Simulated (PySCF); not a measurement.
Species: GeF4.
SMILES: `[F][Ge]([F])([F])[F]`

Theory: MP2 and CCSD/aug-cc-pVDZ in PySCF, restricted Hartree–Fock reference, frozen core, non-relativistic, gas phase, PBE0-D3(BJ)/def2-SVP geometry.

E(HF) = -2473.29830 Eh.

(1) How large is the problem?

(2) What are the MP2 and CCSD correlation energies?

(3) What is the T1 diagnostic?

## Answers

(1) 128 basis functions and 68 electrons; 13 orbitals frozen, which leaves o = 21 correlated occupied and v = 94 virtual orbitals. That is o·v = 1974 singles and o·v(o·v + 1)/2 = 1949325 distinct closed-shell doubles amplitudes before symmetry; the costliest CCSD step grows as o²v⁴ = 3.4 × 10^10.

(2) MP2 -0.9433 Eh and CCSD -0.9447 Eh, which gives totals of -2474.24163 and -2474.24296 Eh. That is 0.612 eV for each correlated electron at CCSD (2480 kJ/mol in all, 0.038 % of the total energy); MP2 gives 99.9 % of the CCSD value.

(3) 0.0135, below the customary warning level of 0.02. It is the norm of the spatial-orbital singles amplitudes over the root of the number of correlated electrons, so the norm is 0.087.

No triples correction and no basis-set extrapolation were made.

The job also held the EOM ionisation roots. The run took 3.6 min wall on one thread of an Arm Neoverse V1, shared host.
